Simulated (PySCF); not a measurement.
BFHNSi, CH₅AlB₂ (calculated)

Calculation on a computer-drawn molecule: optimised geometry and harmonic frequencies of an isolated molecule of the commonest isotopes, restricted reference for singlets and unrestricted otherwise, frozen core in MP2. Program: PySCF 2.14.0.

Common to all runs: charge 0; multiplicity 1; basis cc-pV(D+d)Z.

```json
{"entry": 1, "formula": "BFHNSi", "start_structure": {"atoms_angstrom": [["B", -1.416, -2.0646, 0.5459], ["N", -0.2165, -1.7565, 0.3687], ["Si", 1.3952, -1.2478, -0.0227], ["F", 2.1561, -2.1671, 1.0917], ["H", -2.4665, -2.3945, 0.8166]]}, "given": {"method": "HF", "drawn_bonds_atom": [1, 2, 3, 1], "drawn_bonds_other_atom": [2, 3, 4, 5], "drawn_bonds_order": [2, 1, 1, 1]}, "results": {"optimised_atom_element": ["B", "N", "Si", "F", "H"], "optimised_atom_x [angstrom]": [-1.414, -0.2071, 1.358, 2.258, -2.544], "optimised_atom_y [angstrom]": [-2.084, -1.806, -1.27, -2.122, -2.348], "optimised_atom_z [angstrom]": [0.585, 0.4159, -0.002982, 1.056, 0.7465], "modes_frequency [cm^-1]": [126.9, 154.0, 387.7, 738.1, 824.2, 841.4, 847.4, 1939, 2993], "modes_reduced_mass [dalton]": [4.55, 4.468, 11.22, 10.79, 1.364, 1.358, 21.87, 5.379, 1.187], "rotational_constants [GHz]": [22.05, 3.909, 3.32], "total_energy [hartree]": -468.1666, "convergence_status_largest_gradient_component [hartree/bohr]": 2.574e-05}}
{"entry": 2, "formula": "BFHNSi", "start_structure": {"atoms_angstrom": [["B", -1.4136, -2.0845, 0.585], ["N", -0.2071, -1.8058, 0.4159], ["Si", 1.3581, -1.27, -0.003], ["F", 2.2584, -2.1221, 1.0558], ["H", -2.5435, -2.3481, 0.7465]]}, "given": {"method": "MP2", "drawn_bonds_atom": [1, 2, 3, 1], "drawn_bonds_other_atom": [2, 3, 4, 5], "drawn_bonds_order": [2, 1, 1, 1]}, "results": {"optimised_atom_element": ["B", "N", "Si", "F", "H"], "optimised_atom_x [angstrom]": [-1.449, -0.2028, 1.373, 2.328, -2.597], "optimised_atom_y [angstrom]": [-2.091, -1.843, -1.265, -2.101, -2.33], "optimised_atom_z [angstrom]": [0.5878, 0.4566, -0.00604, 1.041, 0.7209], "modes_frequency [cm^-1]": [112.5, 127.3, 350.4, 675.4, 715.7, 743.7, 832.6, 1797, 2906], "modes_reduced_mass [dalton]": [4.733, 4.565, 11.88, 9.975, 1.354, 1.343, 21.63, 5.719, 1.172], "rotational_constants [GHz]": [22.45, 3.726, 3.196], "total_energy [hartree]": -468.6654, "convergence_status_largest_gradient_component [hartree/bohr]": 1.335e-05}}
{"entry": 3, "formula": "CH5AlB2", "start_structure": {"atoms_angstrom": [["B", -0.9714, 0.9021, 0.3541], ["C", -0.8952, 0.9283, -1.0036], ["Al", -1.3934, -0.8357, -1.8656], ["B", -3.3444, -1.0514, -2.2769], ["H", -1.1312, 0.7595, 1.4392], ["H", -0.6564, 1.6597, -1.8218], ["H", -0.1713, -1.7652, -2.0551], ["H", -3.797, -0.4743, -3.222], ["H", -4.129, -1.3598, -1.5448]]}, "given": {"method": "HF", "drawn_bonds_atom": [1, 2, 3, 1, 2, 3, 4, 4], "drawn_bonds_other_atom": [2, 3, 4, 5, 6, 7, 8, 9], "drawn_bonds_order": [2, 1, 1, 1, 1, 1, 1, 1]}, "results": {"optimised_atom_element": ["B", "C", "Al", "B", "H", "H", "H", "H", "H"], "optimised_atom_x [angstrom]": [-1.343, -0.426, -1.293, -3.399, -2.227, 0.6384, -0.3677, -4.215, -3.857], "optimised_atom_y [angstrom]": [1.132, 0.6271, -0.5876, -1.044, 1.489, 0.7921, -1.267, -0.4162, -1.963], "optimised_atom_z [angstrom]": [0.08783, -0.7939, -2.04, -2.0, 0.7785, -0.8947, -3.138, -2.628, -1.368], "modes_frequency [cm^-1]": [71.12, 102.5, 153.4, 196.2, 366.5, 535.6, 574.0, 589.4, 633.4, 658.6, 780.5, 825.5, 905.1, 937.5, 1250, 1567, 1951, 2637, 2699, 2929, 3376], "modes_reduced_mass [dalton]": [1.355, 2.915, 1.589, 3.754, 1.091, 3.731, 1.259, 1.073, 1.407, 5.439, 1.231, 1.196, 1.376, 1.516, 1.131, 5.118, 1.042, 1.055, 1.119, 1.135, 1.097], "rotational_constants [GHz]": [10.06, 3.978, 2.919], "total_energy [hartree]": -331.9794, "convergence_status_largest_gradient_component [hartree/bohr]": 1.376e-05}}
```
